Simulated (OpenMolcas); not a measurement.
# Os5+: effect of the basis set

- Program: OpenMolcas 26.06
- Method: CASSCF
- Active space: 3 electrons in 10 orbitals (5d 6d)
- State averaging: 2S+1 = 4 even, 10 roots; 2S+1 = 2 even, 40 roots
- Spin-orbit coupling: RASSI with atomic mean-field integrals over the reference wave functions, term energies averaged over their components

A. ANO-R2 [8s6p5d3f1g], X2C, finite nucleus; cost roughly 25 core-seconds
B. ANO-RCC-VTZP [8s7p5d3f2g1h], DKH2, point nucleus; cost roughly 40 core-seconds
C. ANO-RCC-VQZP [9s8p6d4f3g2h], DKH2, point nucleus; cost about 28 core-seconds

Energies in eV above 5d³ ⁴F_3/2, the measured ground level; measured values from the list in Brasseur, Palmeri and Quinet, Atoms 13, 11 (2025).

| Level | A | B | C | Measured |
| --- | --- | --- | --- | --- |
| 5d³ ⁴F_3/2 | 0.0000 | 0.0000 | 0.0000 | 0.0000 |
| 5d³ ⁴F_5/2 | 0.7581 | 0.7626 | 0.7352 | 0.7932 |
| 5d³ ⁴F_7/2 | 1.4154 | 1.4201 | 1.3795 | 1.4189 |
| 5d³ ⁴F_9/2 [65 %] | 1.8941 | 1.8951 | 1.8581 | 1.8199 |
| 5d³ ⁴P_3/2 [51 %] | 2.1020 | 2.0931 | 2.0955 |  |
| 5d³ ⁴P_1/2 [75 %] | 2.3912 | 2.3846 | 2.3781 | 2.0795 |
| 5d³ ²G_7/2 | 3.0716 | 3.0670 | 3.0394 | 2.8417 |
| 5d³ ²H_9/2 [58 %] | 3.1667 | 3.1629 | 3.1296 | 2.9791 |
| 5d³ ⁴P_5/2 | 3.3636 | 3.3592 | 3.3296 | 3.0783 |
| 5d³ ²P_1/2 [75 %] | 4.0357 | 4.0293 | 3.9975 | 3.5782 |
| 5d³ ²H_11/2 | 4.2941 | 4.2868 | 4.2584 | 3.9868 |
| 5d³ ²D_5/2(1) | 4.7136 | 4.7059 | 4.6729 | 4.2673 |
| 5d³ ²G_9/2 [57 %] | 4.8559 | 4.8552 | 4.7976 | 4.5898 |
| 5d³ ²P_3/2 [59 %] | 5.4656 | 5.4625 | 5.4073 | 4.9845 |
| 5d³ ²F_5/2 | 5.6012 | 5.5820 | 5.5801 | 4.9099 |
| 5d³ ²F_7/2 | 5.6650 | 5.6484 | 5.6365 | 5.0148 |
| 5d³ ²D_3/2(2) | 8.3456 | 8.3225 | 8.3170 |  |
| 5d³ ²D_5/2(2) | 8.4199 | 8.3991 | 8.3848 | 7.5637 |

Deviations, from unrounded energies. A percentage is the sum of absolute deviations over the sum of measured energies, with the sign that they share, or ± where signs differ.

```tsv
Against measurement	Levels	A	B	C
mean absolute deviation (cm-1)	15	2800	2800	2600
fine structure of the ground term (%)	3	±2.8	±2.7	±3.4
other terms of the ground configuration (%)	12	+10.4	+10.2	+9.5
```

C lies closest to measurement on these levels and A furthest from it. The largest miss of C in the table is 5d³ ²D_5/2(2), by +6600 cm-1. The ranking rests on the paired levels alone, and a cruder setting can come out closer through cancelling errors.

Among A to C the level of the table that moves most is 5d³ ²G_9/2 [57 %], by 470 cm-1 (lowest in C, highest in A).

Without dynamic correlation excited terms often stand tens of per cent too high (terms of higher spin than the ground term too low), and those without a measured partner can miss by more than the paired ones. Active for correlation alone: 6d; no level in the range computed is led by a configuration that fills it, so any true level of that kind is missing. Measured partners are found by configuration, term and J. A level has none where our copy of the source lacks it or the pairing is in doubt (some pairs that miss far off the trend of their configuration count as doubtful), and it then counts in no deviation. Levels of configurations outside the active space are missing. Levels that lie high or do not pair safely by name in every column are left out.

A share in square brackets marks a mixed level and gives the weight of the term that names it, the lowest over the columns. A number in round brackets counts repeated terms of one configuration in the order of the reference energies.
